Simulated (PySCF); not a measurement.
## Do core-level shifts follow atomic charges?

Species: C7H13F.
SMILES with atom numbers: `[CH2:1]=[C:2]([CH2:3][F:4])[C@@H:5]([CH3:6])[CH2:7][CH3:8]`

Binding energies: PySCF, delta-SCF UKS SCAN, pcX-2 on the ionised atom, pcseg-1 elsewhere, spin-free X2C. Charges: PBE0/pcSseg-1 ground-state density, for the ionised atom.

```tsv
atom	environment	C 1s (eV)	Mulliken (e)	IAO (e)	Hirshfeld (e)	ESP (e)
C1	terminal =CH2 carbon	289.78	-0.058	-0.330	-0.114	-0.618
C2	fully substituted alkene carbon	290.46	-0.439	-0.008	+0.001	+0.228
C8	methyl carbon	290.54	-0.254	-0.409	-0.117	-0.361
C7	chain CH2 carbon	290.57	-0.240	-0.243	-0.065	+0.096
C6	methyl carbon	290.58	-0.203	-0.408	-0.115	-0.529
C5	allylic carbon	290.74	-0.283	-0.101	-0.018	+0.038
C3	sp3 C–F carbon	293.01	+0.307	+0.046	+0.025	+0.018
```

**Question.** How well does each charge scheme correlate with the binding energies over these sites?

**Answer.** Mulliken: r = 0.75, slope 3.2 eV per e; Hirshfeld: r = 0.67, slope 11.3 eV per e; IAO: r = 0.62, slope 3.4 eV per e; ESP: r = 0.39, slope 1.2 eV per e. Mulliken charges have the highest r, on only 7 points.

**Question.** The point-charge model writes a binding energy as kq + V + constant, with V the potential of the other atoms' charges at the site. What does it give with the Mulliken charges?

**Answer.** V = Σ 14.40 eV Å × q/r over all other atoms: -1.08 eV at C1, +2.03 eV at C2, +2.83 eV at C8, +1.00 eV at C7, +2.15 eV at C6, -0.46 eV at C5, -4.34 eV at C3. Fitting binding energy − V to q gives k = 12.3 eV per e and leaves an rms residual of 1.40 eV, against 0.63 eV for the fit on q alone. The model has no term for differences in relaxation between sites.

Geometry: PBE0-D3(BJ)/def2-SVP, one conformer, isolated molecule.

Shape of the structure used: `[CH2:1]=[C:2]([CH2:3][F:4])[C@@H:5]([CH3:6])[CH2:7][CH3:8]`: C1–C2–C3–F4 -1°, C1–C2–C5–C6 114°, C2–C5–C7–C8 57°.
